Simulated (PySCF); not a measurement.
SMILES O(B(OC)OC)C (GFN2-xTB optimised geometry):

```
16

B     -0.311    -0.650     0.000
O      1.054    -0.650     0.000
C      1.786    -1.856     0.000
H      1.613    -2.410    -0.925
H      2.839    -1.589     0.081
H      1.493    -2.487     0.842
O     -0.986     0.537     0.000
C     -0.295     1.767    -0.011
H      0.270     1.882    -0.938
H     -1.046     2.554     0.066
H      0.399     1.829     0.829
O     -0.984    -1.832     0.001
C     -2.394    -1.904     0.010
H     -2.839    -0.917    -0.109
H     -2.706    -2.554    -0.810
H     -2.717    -2.339     0.959
```

Computed with PBE0/def2-TZVP (PySCF 2.14.0).

Question: What are the frontier orbital energies and the dipole moment?

Answer: HOMO-2 -8.94 eV, HOMO-1 -8.11 eV, HOMO -8.05 eV, LUMO 1.06 eV, LUMO+1 1.91 eV; dipole moment 0.06 D.

On the same geometry PBE/def2-TZVP (PySCF) gives HOMO-2 -7.31 eV, HOMO-1 -6.53 eV, HOMO -6.47 eV, LUMO 0.26 eV, LUMO+1 1.01 eV; dipole moment 0.06 D.

Meta-Löwdin charges at PBE0/def2-TZVP: B1 0.56, O2 -0.42, C3 -0.12, H4 0.11, H5 0.12, H6 0.11, O7 -0.42, C8 -0.12, H9 0.11, H10 0.12, H11 0.11, O12 -0.41, C13 -0.12, H14 0.12, H15 0.12, H16 0.12.
